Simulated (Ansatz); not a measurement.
`[CH3][GeH]([NH2])[CH]=O` and `[CH3][GeH]([NH2])[NH2]` differ in one atom or group.

Ansatz, PBE0-D4/def2-TZVP geometries, multiplicity 1. Each molecule was computed in one conformer, which needn't be the lowest.

Scalar relativity is left out up to krypton.

```json
{"property": "HOMO–LUMO gap (PBE/def2-TZVPP) / eV", "`[CH3][GeH]([NH2])[CH]=O`": "2.62"}
{"property": "size of the dipole moment (PBE/def2-TZVPP) / D", "`[CH3][GeH]([NH2])[CH]=O`": "1.81"}
{"property": "HOMO–LUMO gap (PBE0/def2-TZVPP) / eV", "`[CH3][GeH]([NH2])[CH]=O`": "5.14"}
{"property": "LUMO energy (PBE/def2-TZVPP) / eV", "`[CH3][GeH]([NH2])[CH]=O`": "-2.46"}
{"property": "HOMO–LUMO gap (B3LYP/def2-TZVPP) / eV", "`[CH3][GeH]([NH2])[CH]=O`": "4.68"}
{"property": "HOMO–LUMO gap (ωB97M-V/def2-TZVPP) / eV", "`[CH3][GeH]([NH2])[CH]=O`": "9.61"}
```

Q: Give the same properties after the change, and the shifts. (Best estimate.)

A: Computed: 
```csv
property,`[CH3][GeH]([NH2])[NH2]`,shift
HOMO–LUMO gap (PBE/def2-TZVPP) / eV,5.64,3.02
size of the dipole moment (PBE/def2-TZVPP) / D,1.14,-0.67
HOMO–LUMO gap (PBE0/def2-TZVPP) / eV,7.90,2.76
LUMO energy (PBE/def2-TZVPP) / eV,0.02,2.48
HOMO–LUMO gap (B3LYP/def2-TZVPP) / eV,7.30,2.62
HOMO–LUMO gap (ωB97M-V/def2-TZVPP) / eV,11.67,2.06
```

With PBE0 the HOMO falls by 0.57 eV and the LUMO rises by 2.18 eV, so the gap widens by about 2.75 eV. PBE moves the HOMO by -0.52 eV and ωB97M-V by -0.70 eV. Dipoles are sizes alone; their direction can turn.

B3LYP here is the variant with VWN-RPA as its local correlation; programs differ in this.
